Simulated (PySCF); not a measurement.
## Antimony: a sound run and one with changed settings

Sound run: Sb²⁺ [Kr] 4d10 5s2 5p1, Sb³⁺ [Kr] 4d10 5s2. All numbers are calculated (PySCF 2.14, the spin-free X2C one-electron Hamiltonian (Gaussian nucleus), in x2c-SVPall). In the sound run the correlated levels freeze [Kr] 4d10. The sound run starts from symmetry-adapted Hartree-Fock orbitals and uses a fine grid where one is needed.

Changed run: all electrons correlated in a basis built for the valence shell.

```json
{"species": "Sb²⁺", "method": "MP2", "sound run (hartree)": "-6476.37804", "changed run (hartree)": "-6476.40362", "converged": "yes"}
{"species": "Sb³⁺", "method": "MP2", "sound run (hartree)": "-6475.48835", "changed run (hartree)": "-6475.51206", "converged": "yes"}
```

Ionisation energy of Sb²⁺:

| method | sound run (eV) | changed run (eV) |
| --- | --- | --- |
| UHF | 24.103 | 24.103 |
| MP2 | 24.210 | 24.261 |
| SCS-MP2 | 24.190 | 24.211 |

A valence basis has no tight correlating functions, so it recovers only part of the core correlation, and not evenly between atom and ion.

For comparison, NIST gives 25.323 eV between the lowest levels.
